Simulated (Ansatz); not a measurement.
Consider the ligand exchange at the Si–C bond: `O[SiH2]C([SiH3])Cl` + `[CH3][In]([OH])[F]` → `[CH3][In]([F])[O][SiH3]` + `O[SiH2]CCl`.

Gas-phase electronic energies from Ansatz, PBE0-D4/def2-TZVP geometries. CBS: MP2 limit from def2 TZ/QZ plus the TZ coupled-cluster correction, frozen cores. DFT in def2-TZVPP. def2 core potentials past Kr. For In outer-core shells are correlated without core-valence functions, which leaves a few kJ/mol of doubt a bond. One conformer a species, not always the lowest.

```
        level  ΔE (kcal/mol)
         PBE0          -24.1
MP2/CBS(def2)          -25.3
```

What does CCSD(T)/CBS give? (Best estimate.)

Computed: -25.4 kcal/mol. The listed levels differ from it by 1.3, 0.1 kcal/mol.

Largest T1 diagnostic among the species: 0.016.

In def2-TZVPP, CCSD(T) changes the Hartree–Fock value by +7.5 kcal/mol (the triples alone add +1.1 kcal/mol) and MP2 by +7.6 kcal/mol. From PBE to PBE0 (25 % exact exchange), in def2-TZVPP and without D4, ΔE moves by −2.0 kcal/mol. The D4 term adds +1.6 kcal/mol with B3LYP and +0.9 kcal/mol with PBE0; it sums over pairs of atoms, weighted by their polarisabilities, and B3LYP, whose exchange is more repulsive, gets the larger term.

B3LYP here is the variant with VWN-RPA as its local correlation; programs differ in this.
